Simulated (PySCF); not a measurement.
**The first ionisation energy along group 10**

Calculated with PySCF 2.14 from differences of total energies of unrestricted determinants, without spin-orbit coupling. Values in eV. The last column holds reference values (NIST; (s) semi-empirical, (t) theoretical, else measured). Unmarked ones compare directly (S terms, centres of terms, or small fine structure); those marked * lie between the lowest fine-structure levels and include a spin-orbit shift.

| element | configurations | UHF | LDA | PBE | PBE0 | CCSD (valence) | CCSD(T) (valence) | reference |
| --- | --- | --- | --- | --- | --- | --- | --- | --- |
| Ni (aug-cc-pVTZ, non-relativistic) | [Ar] 3d8 4s2 → [Ar] 3d9 | 7.717 | 7.023 | 7.132 | 7.229 | 7.298 | 7.267 | 7.640 * |
| Pd (aug-cc-pVTZ-PP with ECP28MDF, ECP) | [Kr] 4d10 → [Kr] 4d9 | 6.237 | 9.236 | 8.785 | 8.385 | 8.080 | 8.308 | 8.512 |
| Pt (aug-cc-pVTZ-PP with ECP60MDF, ECP) | [Xe] 4f14 5d9 6s1 → [Xe] 4f14 5d9 | 7.568 | 9.734 | 9.340 | 9.047 | 8.747 | 8.850 | 8.959 * |

"Valence" correlates the outer s and p shells and, in groups 3 to 12 and the f block, the outer d or f shell, open or full, or the next shell where the ion has no valence electron left; the wider scheme adds the next inner shell.
